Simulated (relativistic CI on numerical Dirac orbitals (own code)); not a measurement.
**Energy levels of Bi⁴²⁺**

These numbers are calculated, not measured: Dirac-Coulomb-Breit CI, separate exchange-only KLI orbitals for each configuration, model QED, unscaled Slater integrals (own radial code, finite nucleus).

Configuration list (outside the closed core [Ar] 3d10): 4s²4p⁶4d⁵, 4s²4p⁶4d⁴4f, 4s²4p⁵4d⁶, 4s4p⁶4d⁶, 4s²4p⁵4d⁵4f, 4s4p⁶4d⁵4f, 4s²4p⁶4d⁴5s, 4s²4p⁶4d³4f5s, 4s²4p⁶4d⁴5p, 4s²4p⁶4d⁴5d, 4s²4p⁵4d⁵5s, 4p⁶4d⁶4f, 4s²4p⁶4d⁴5f, 4s²4p⁶4d³5s5p, 4s4p⁶4d⁴4f5s, 4s²4p⁶4d⁴5g, 4s²4p⁶4d⁴6s, 4p⁶4d⁷, 4p⁵4d⁸, 4p⁵4d⁷4f, 4s²4p⁶4d³5s², 4s²4p⁶4d²4f5s², 4s²4p⁵4d³4f5s², 4s4p⁶4d³4f5s². Double excitations out of closed p, d and f shells are left out; levels of such configurations are missing from the list, as are those of other unlisted configurations, and high levels can miss mixing partners. These lack a partner that the ground configuration has and come out too high: 4s²4p⁵4d⁵5s.

The lowest level is 4s²4p⁶4d⁵ ⁴P5/2, with 25 % of that term; Hund's rules for 4s²4p⁶4d⁵ give ⁶S with J = 5/2, of which the calculation keeps J, while another term leads.

```tsv
No.	Configuration	Term	J	E (eV)	%	Landé g	jj configuration (%)
1	4s²4p⁶4d⁵	⁴P	5/2	0.000	25	1.293	4d5/2 (96)
2	4s²4p⁶4d⁵	⁶S	5/2	26.288	35	1.338	4d3/2^3 4d5/2^2 (93)
3	4s²4p⁶4d⁵	⁴G	7/2	32.059	33	1.165	4d3/2^3 4d5/2^2 (98)
4	4s²4p⁶4d⁵	²H	11/2	32.886	43	1.104	4d3/2^3 4d5/2^2 (98)
5	4s²4p⁶4d⁵	⁴D	3/2	33.006	40	1.161	4d3/2^3 4d5/2^2 (98)
6	4s²4p⁶4d⁵	²G	9/2	35.315	32	1.136	4d3/2^3 4d5/2^2 (97)
7	4s²4p⁶4d⁵	²D	5/2	37.214	32	1.132	4d3/2^3 4d5/2^2 (94)
8	4s²4p⁶4d⁵	⁴P	1/2	38.882	40	1.774	4d3/2^3 4d5/2^2 (92)
9	4s²4p⁶4d⁵	²F	7/2	39.210	39	1.073	4d3/2^3 4d5/2^2 (97)
10	4s²4p⁶4d⁵	²D	3/2	48.081	61	0.790	4d3/2^3 4d5/2^2 (91)
11	4s²4p⁶4d⁵	⁶S	5/2	58.173	34	1.308	4d3/2^2 4d5/2^3 (92)
12	4s²4p⁶4d⁵	⁴D	7/2	62.181	52	1.213	4d3/2^2 4d5/2^3 (98)
13	4s²4p⁶4d⁵	²I	11/2	62.534	49	1.092	4d3/2^2 4d5/2^3 (98)
14	4s²4p⁶4d⁵	⁴G	9/2	63.542	61	1.145	4d3/2^2 4d5/2^3 (97)
15	4s²4p⁶4d⁵	²I	13/2	65.241	99	1.071	4d3/2^2 4d5/2^3 (99)
16	4s²4p⁶4d⁵	⁴D	1/2	65.601	77	0.471	4d3/2^2 4d5/2^3 (97)
17	4s²4p⁶4d⁵	²F	5/2	67.065	42	1.019	4d3/2^2 4d5/2^3 (97)
18	4s²4p⁶4d⁵	⁴P	3/2	67.087	53	1.174	4d3/2^2 4d5/2^3 (97)
19	4s²4p⁶4d⁵	²H	9/2	70.207	52	1.106	4d3/2^2 4d5/2^3 (99)
20	4s²4p⁶4d⁵	²G	7/2	70.884	61	0.987	4d3/2^2 4d5/2^3 (99)
21	4s²4p⁶4d⁵	²D	3/2	72.129	84	0.859	4d3/2^2 4d5/2^3 (91)
22	4s²4p⁶4d⁵	⁴F	5/2	72.161	64	1.052	4d3/2^2 4d5/2^3 (98)
23	4s²4p⁶4d⁵	⁴P	1/2	75.431	45	1.775	4d3/2^2 4d5/2^3 (87)
24	4s²4p⁶4d⁵	²G	7/2	75.609	47	1.036	4d3/2^2 4d5/2^3 (96)
25	4s²4p⁶4d⁵	²G	9/2	79.447	78	1.104	4d3/2^2 4d5/2^3 (97)
26	4s²4p⁶4d⁵	²P	3/2	86.653	74	1.187	4d3/2^2 4d5/2^3 (97)
27	4s²4p⁶4d⁵	²D	5/2	88.731	77	1.194	4d3/2^2 4d5/2^3 (92)
28	4s²4p⁶4d⁵	⁴P	5/2	95.312	33	1.229	4d3/2 4d5/2^4 (94)
29	4s²4p⁶4d⁵	²F	7/2	99.613	29	1.188	4d3/2 4d5/2^4 (98)
30	4s²4p⁶4d⁵	²H	11/2	100.544	55	1.074	4d3/2 4d5/2^4 (99)
31	4s²4p⁶4d⁵	⁴D	3/2	101.299	30	0.994	4d3/2 4d5/2^4 (97)
32	4s²4p⁶4d⁵	²G	9/2	103.826	53	1.117	4d3/2 4d5/2^4 (97)
33	4s²4p⁶4d⁵	²D	5/2	106.206	60	1.111	4d3/2 4d5/2^4 (93)
34	4s²4p⁶4d⁵	²G	7/2	107.642	52	1.014	4d3/2 4d5/2^4 (97)
35	4s²4p⁶4d⁵	²P	1/2	111.309	49	1.294	4d3/2 4d5/2^4 (92)
36	4s²4p⁶4d⁵	²D	3/2	119.839	75	0.860	4d3/2 4d5/2^4 (95)
37	4s²4p⁶4d⁵	²D	5/2	136.835	40	1.158	4d5/2^5 (96)
38	4p⁵4d⁶(3F)	⁴G°	11/2	226.490	41	1.296	4p3/2^3 4d5/2^2 (92)
39	4p⁵4d⁶(3P)	⁴D°	7/2	229.982	34	1.287	4p3/2^3 4d5/2^2 (83)
40	4p⁵4d⁶(3F)	²D°	5/2	230.365	28	1.258	4p3/2^3 4d5/2^2 (90)
41	4p⁵4d⁶(3F)	⁴F°	9/2	232.393	40	1.275	4p3/2^3 4d5/2^2 (93)
42	4d⁴(3P)4f	⁴G°	5/2	232.747	22	0.935	4d3/2^4 4f5/2 (76)
43	4p⁵4d⁶(1D)	²P°	1/2	237.117	39	1.198	4p3/2^3 4d5/2^2 (93)
44	4p⁵4d⁶(3P)	⁴D°	7/2	242.013	33	1.248	4p3/2^3 4d5/2^2 (83)
45	4p⁵4d⁶(1S)	²P°	3/2	244.296	17	1.549	4p3/2^3 4d5/2^2 (67)
```

Energies count from the lowest computed level; ° marks odd parity. Percentages are summed over parent terms; the parents shown are those of the largest component, closed shells are left out there. Filled j subshells are mostly left out of the jj labels.

The mean weight of the leading LS term, summed over parents, in these 45 levels is 48 %, and that of the leading jj configuration (from the same eigenvectors) 94 %, so jj coupling describes them better and the LS labels are nominal.

At this charge energies of transitions that change n are usually good to better than 1 %, and those within a shell (Δn = 0) to a few per cent.

LS names give the leading component of a level, which can be under half, so a name can repeat, a term be missing and a line seem to break the LS rules.
